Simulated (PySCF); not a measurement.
Input and output of a TDDFT job on `C(#CB(Br)Cl)CCC#C`.

Computed with TDDFT wB97X-D/def2-SVPD, vertical, gas phase, core orbitals frozen in the response (PySCF).

Input of the driver that calls PySCF (job settings, then Cartesian coordinates in Å):

```
{"job": {"kind": "uv", "xc": "wB97X-D", "basis": "def2-SVPD", "nstates": 8, "ntriplets": 3}, "charge": 0, "multiplicity": 1}
C     -3.7820    -0.1255     0.0978
C     -2.6129    -0.1221     0.3511
C     -1.1879    -0.1125     0.6082
C     -0.4066     0.0960    -0.7022
C      1.0142     0.0976    -0.4700
C      2.2020     0.0900    -0.2386
B      3.6723     0.0838     0.0370
Cl     4.8108     0.1730    -1.2568
Br     4.2923    -0.0250     1.8210
H     -4.8118    -0.1316    -0.1004
H     -0.9509     0.6906     1.3117
H     -0.8957    -1.0624     1.0649
H     -0.6935     1.0483    -1.1588
H     -0.6508    -0.7006    -1.4119
```

The driver printed:

```
coarse grid: 62272 points
cycle   1  E = -3290.0802925422  dE =  4.618e-01  |g| = 4.735e-01  |ddm| = 1.404e+01
cycle   2  E = -3290.1131288368  dE = -3.284e-02  |g| = 3.798e-01  |ddm| = 2.502e+00
cycle   3  E = -3290.1491932500  dE = -3.606e-02  |g| = 6.494e-02  |ddm| = 1.272e+00
cycle   4  E = -3290.1499032773  dE = -7.100e-04  |g| = 4.542e-02  |ddm| = 2.564e-01
cycle   5  E = -3290.1504103390  dE = -5.071e-04  |g| = 1.042e-02  |ddm| = 1.762e-01
cycle   6  E = -3290.1504389370  dE = -2.860e-05  |g| = 2.378e-03  |ddm| = 4.536e-02
cycle   7  E = -3290.1504403254  dE = -1.388e-06  |g| = 1.408e-03  |ddm| = 1.271e-02
final grid: 130136 points
cycle   8  E = -3290.1500065101  dE = -1.515e-06  |g| = 2.350e-03  |ddm| = 2.968e-02
cycle   9  E = -3290.1500052042  dE =  1.306e-06  |g| = 3.314e-03  |ddm| = 1.143e-02
cycle  10  E = -3290.1500078218  dE = -2.618e-06  |g| = 2.557e-04  |ddm| = 6.516e-03
cycle  11  E = -3290.1500078364  dE = -1.462e-08  |g| = 6.660e-05  |ddm| = 7.660e-04
cycle  12  E = -3290.1500078377  dE = -1.243e-09  |g| = 4.728e-05  |ddm| = 3.041e-04
cycle  13  E = -3290.1500078383  dE = -6.748e-10  |g| = 9.261e-06  |ddm| = 1.546e-04
converged SCF energy = -3290.1500078383

Static polarisability (au): isotropic 122.084, principal 79.095 107.218 179.940

Singlet excitations
state   eV       nm        f      main configurations
  1   4.4138    280.9   0.00003   H->L 0.73, H-4->L 0.09, H-3->L 0.09
  2   5.3424    232.1   0.06367   H-4->L 0.48, H-3->L 0.37
  3   5.3444    232.0   0.12859   H-2->L 0.56, H-4->L 0.26
  4   5.8881    210.6   0.00048   H-6->L 0.97
  5   6.1885    200.3   0.10934   H-5->L 0.92
  6   6.6543    186.3   0.00003   H-2->L+2 0.49, H-3->L+2 0.22
  7   6.7076    184.8   0.00016   H-1->L+3 0.13, H-1->L+8 0.11, H-1->L+9 0.09
  8   6.8443    181.1   0.00122   H-1->L 0.51, H-1->L+6 0.13

Triplet excitations (Tamm-Dancoff, eV): 4.1489 4.1942 5.1997
```

The SCF starts on a coarse grid; the energy jumps when the final grid takes over, and dE counts afresh there. The run used 248 basis functions and 13 SCF iterations for the ground state.

The run took 2.3 min of wall time on an Arm Neoverse N1 with one thread, on a shared host, and the process peaked at 1.1 GiB of memory.

The structure is a single GFN2-xTB conformer in the gas phase; no vibrational or solvent corrections. The wB97X-D/def2-SVPD calculation is non-relativistic and has no spin–orbit coupling, an omission that weighs most on bromine.

wB97X-D is run here without its empirical dispersion term; that term would change no orbital, density or response property at a fixed geometry.
